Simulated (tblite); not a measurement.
Input of a run (GFN2-xTB geometry optimisation, gas phase (tblite 0.8.0)), started from a force field or distance geometry:
```
{"job": {"kind": "relax", "xc": "GFN2-xTB", "basis": "xTB"}, "charge": 0, "multiplicity": 1}
C     -1.980600     1.877900     0.154000
C     -1.976500     0.502000     0.783300
C     -1.388900    -0.589200    -0.134100
C     -1.562900    -1.969000     0.469300
N     -0.003900    -0.343700    -0.477200
N      0.371200    -0.183300    -1.773900
C      1.693300     0.014800    -1.647800
C      2.057300    -0.036500    -0.285700
Si     3.796400     0.175800     0.337000
N      0.959400    -0.271900     0.463000
H     -0.979800     2.236800    -0.057700
H     -2.559100     1.870000    -0.780200
H     -2.468000     2.601400     0.840700
H     -1.397500     0.542700     1.726500
H     -3.004500     0.240500     1.065000
H     -1.961700    -0.567500    -1.069100
H     -2.618700    -2.198300     0.654400
H     -1.039700    -2.062700     1.436900
H     -1.158800    -2.745100    -0.180900
H      2.301500     0.177700    -2.520900
H      4.715900     0.421000    -0.800000
H      4.281800    -1.025300     1.055000
H      3.919100     1.359000     1.256700
```

Output (eV, eV/Å):
```
step      E/eV     max force
  0    -815.26038    3.114
  1    -815.46965    0.750
  2    -815.49759    0.353
  3    -815.50550    0.211
  4    -815.51113    0.194
  5    -815.51704    0.214
  6    -815.52331    0.203
  7    -815.52878    0.176
  8    -815.53217    0.126
  9    -815.53412    0.085
 10    -815.53557    0.104
 11    -815.53688    0.085
 12    -815.53804    0.081
 13    -815.53902    0.071
 14    -815.53990    0.069
 15    -815.54084    0.090
 16    -815.54202    0.096
 17    -815.54352    0.114
 18    -815.54530    0.106
 19    -815.54714    0.126
 20    -815.54889    0.122
 21    -815.55051    0.112
 22    -815.55200    0.096
 23    -815.55330    0.085
 24    -815.55445    0.081
 25    -815.55547    0.073
 26    -815.55633    0.069
 27    -815.55695    0.056
 28    -815.55738    0.040
 29    -815.55777    0.048
 30    -815.55823    0.056
 31    -815.55872    0.065
 32    -815.55912    0.054
 33    -815.55941    0.036
 34    -815.55963    0.038
 35    -815.55983    0.032
 36    -815.56000    0.034
 37    -815.56013    0.026
 38    -815.56029    0.028
 39    -815.56049    0.032
 40    -815.56072    0.036
 41    -815.56092    0.028
 42    -815.56105    0.027
 43    -815.56118    0.029
 44    -815.56133    0.035
 45    -815.56150    0.031
 46    -815.56161    0.017
 47    -815.56168    0.016
 48    -815.56173    0.017
 49    -815.56180    0.024
 50    -815.56187    0.018
 51    -815.56192    0.014
 52    -815.56196    0.013
 53    -815.56200    0.015
 54    -815.56205    0.017
 55    -815.56210    0.014
 56    -815.56214    0.015
 57    -815.56218    0.013
 58    -815.56223    0.018
 59    -815.56228    0.017
 60    -815.56232    0.014
 61    -815.56237    0.018
 62    -815.56242    0.018
 63    -815.56247    0.015
 64    -815.56250    0.013
 65    -815.56253    0.016
 66    -815.56256    0.018
 67    -815.56260    0.020
 68    -815.56264    0.017
 69    -815.56268    0.015
 70    -815.56270    0.010
 71    -815.56272    0.008
```

Question: Summarise the run.

Answer: The energy falls by 7.0 kcal/mol over 71 L-BFGS steps, the largest force on an atom goes from 3.11 to 0.008 eV/Å, and the atoms move by 0.134 Å rms after alignment. The bond that changes most is N5–N6 (pyrrole-type nitrogen to pyridine-type nitrogen), which shortens by 0.049 Å. Bonds longer at the end by more than 0.005 Å: 3 of 23; shorter: 17. Among the angles that change most is C7–C8–Si9, from 124.1° to 131.0°. The energy never rose by more than 1e-5 eV on the way. The first step brought 69 % of the lowering.

Question: What are the final bond lengths?

Answer: C1–C2 1.524 Å, C2–C3 1.532 Å, C3–C4 1.526 Å, C3–N5 1.439 Å, N5–N6 1.310 Å, N6–C7 1.323 Å, C7–C8 1.404 Å, C8–Si9 1.869 Å, C8–N10 1.333 Å, N5–N10 1.307 Å, C1–H11 1.088 Å, C1–H12 1.088 Å, C1–H13 1.087 Å, C2–H14 1.091 Å, C2–H15 1.091 Å, C3–H16 1.095 Å, C4–H17 1.086 Å, C4–H18 1.087 Å, C4–H19 1.088 Å, C7–H20 1.070 Å, Si9–H21 1.466 Å, Si9–H22 1.464 Å, Si9–H23 1.464 Å. Numbering counts from 1 in the input's order; the species is `CC[C@H](C)N1N=CC([SiH3])=N1`.

Time: 0.53 s wall. Hardware: Arm Neoverse V2, one thread, shared host with 32 logical CPUs at a one-minute load of 15.

Its lowest GFN2-xTB frequency is 14 cm⁻¹, too small to tell a flat minimum from a shallow saddle. One conformer, not necessarily the lowest. 3 starts were optimised and ended at 0.00, 0.86 and 1.88 kcal/mol (GFN2-xTB); the lowest of these is shown.

Conformer computed: `[CH3:1][CH2:2][C@H:3]([CH3:4])[n:5]1[n:6][cH:7][c:8]([SiH3:9])[n:10]1`: C1–C2–C3–C4 -176°, C2–C3–N5–N6 -121°.
